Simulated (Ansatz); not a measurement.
Abridged output of a molecular run in Ansatz:

```
Functional definition: HF
1708 factors; integrals over basis functions are off by at most 1.3e-3 eV
mean field evaluation 1: about -16128.0885 eV, gradient 5.4e1 eV
mean field evaluation 2: about -16128.4494 eV, gradient 5.4e1 eV
mean field evaluation 4: about -16134.1843 eV, gradient 5.3e0 eV
mean field evaluation 8: about -16134.3064 eV, gradient 6.5e-1 eV
mean field evaluation 16: about -16134.3097 eV, gradient 5.6e-6 eV
mean field -16134.30967477 eV, -592.9249443199 hartree, gradient 5.6e-6 eV, S^2 0.000000; 0 other end points of the search recorded, 0 dependent functions left out
10 core orbitals not correlated: weight in the atoms' cores, before any rotation towards them, 1.000 or more for the frozen orbitals, at most 0.000 for the correlated occupied ones
reference -16134.30967477 eV, -592.9249443199 hartree; 18, 18 occupied and 253, 253 virtual orbitals, 1708 factors
second order -31.48320573 eV of doubles, -0.00000000 eV of singles
cycle   1  -31.34381881 eV  change    1.4e-1 eV  update   1.3e-1
cycle   2  -32.12317675 eV  change   -7.8e-1 eV  update   4.0e-2
cycle   3  -32.32745418 eV  change   -2.0e-1 eV  update   2.1e-2
cycle   4  -32.30554465 eV  change    2.2e-2 eV  update   5.4e-3
cycle   5  -32.30236852 eV  change    3.2e-3 eV  update   2.8e-3
cycle   6  -32.30436134 eV  change   -2.0e-3 eV  update   9.7e-4
cycle   7  -32.30415977 eV  change    2.0e-4 eV  update   4.8e-4
cycle   8  -32.30384056 eV  change    3.2e-4 eV  update   1.8e-4
cycle   9  -32.30387382 eV  change   -3.3e-5 eV  update   9.1e-5
cycle  10  -32.30394499 eV  change   -7.1e-5 eV  update   3.9e-5
cycle  11  -32.30387884 eV  change    6.6e-5 eV  update   1.7e-5
cycle  12  -32.30389922 eV  change   -2.0e-5 eV  update   9.1e-6
perturbative correction -1.29427503 eV, -0.0475637299 hartree
Total energy: -16167.90784901 eV, -594.1596544496 hartree
```

Its atoms:

Z-matrix (Å, degrees):
```
C
C 1 1.478
Si 1 1.915 2 112.7
O 1 1.409 2 111.5 3 -116.9
H 1 1.100 2 108.8 3 120.1
O 2 1.208 1 121.5 3 110.0
H 2 1.107 1 116.8 3 -68.9
O 3 1.638 1 106.6 2 -170.3
H 3 1.482 1 112.4 2 72.4
H 3 1.486 1 106.6 2 -49.4
H 4 0.972 1 105.0 2 3.7
H 8 0.961 3 114.6 1 44.9
```

Task: Which basis set was used?
A. def2-SVPD
B. def2-SVP
C. def2-TZVPP
D. cc-pV(Q+d)Z

Result: C. It gives 281 functions.

Task: Write the keys of the input that set method, charge and spin (a neutral closed shell needs none for the last two).

Result: 
```yaml
correlation: {method: ccsd_t}
```
